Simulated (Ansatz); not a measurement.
This geometry of FGeH$_{3}$ (5 atoms, charge 0, multiplicity 1) is a first-order saddle point.

All numbers below come from RKS r2SCAN-D4/def2-SVP (Ansatz).

```xyz
5
Properties=species:S:1:pos:R:3
Ge 0.207 0.000 -0.369
F 0.982 0.000 1.517
H 1.634 0.000 0.444
H -0.754 1.218 -0.330
H -0.754 -1.218 -0.330
```

Task: Which two structures does it join? (They come from a converged band through this point; their orientation in space is the band's.)

Result: Bonds broken: Ge1–F2, Ge1–H3. Bonds formed: F2–H3. FGeH3 becomes FH + GeH2.

Image 0:

```xyz
5
Properties=species:S:1:pos:R:3
Ge 0.260 0.000 0.100
F 0.331 0.000 1.843
H 1.709 0.000 -0.398
H -0.492 1.272 -0.307
H -0.492 -1.272 -0.307
```

Image 10:

```xyz
5
Properties=species:S:1:pos:R:3
Ge -0.005 0.000 -0.787
F 1.158 0.000 1.208
H 2.033 0.000 0.888
H -0.935 1.139 -0.188
H -0.935 -1.139 -0.188
```

Task: How far does it lie above each of them?

Result: 2.61 eV above the first and 0.54 eV above the second. This is the barrier of this one path; another mechanism may lie lower. The orbitals stay closed-shell, which can raise the energy where a bond breaks towards radicals; this wasn't checked here.

Run time: 63 s on 1 thread of Intel(R) Xeon(R) 6975P-C (Granite Rapids) (shared host), peak memory 0.12 GiB.
